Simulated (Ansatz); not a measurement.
Z-matrix (Å, degrees):
```
C
Ge 1 1.958
H 1 1.091 2 110.2
H 1 1.091 2 110.2 3 120.0
H 1 1.091 2 110.2 3 -120.0
Ge 2 2.424 1 110.9 3 -59.9
H 2 1.542 1 109.8 3 60.9
H 2 1.542 1 109.8 3 179.2
H 6 1.539 2 110.4 1 -59.8
H 6 1.539 2 110.4 1 59.5
H 6 1.538 2 111.4 1 179.9
```

Charge 0, multiplicity 1.

Q: List the ωB97M-V/def2-TZVPP orbital energies in eV (the Gaussian-basis code of Ansatz). (An estimate is asked.)

A: Computed: Occupied: -10866.28, -10866.27, -1362.15, -1362.14, -1209.88, -1209.87, -1209.87, -1209.87, -1209.86, -1209.85, -281.31, -173.90, -173.90, -123.16, -123.14, -123.14, -123.14, -123.13, -123.12, -36.04, -35.98, -35.97, -35.94, -35.93, -35.89, -35.89, -35.84, -35.84, -35.81, -22.37, -18.69, -16.75, -14.06, -13.97, -12.04, -11.97, -11.29, -11.10, -9.91. Lowest empty: 2.03, 2.39, 2.72, 2.73, 3.40, 3.66, 3.97, 4.58.
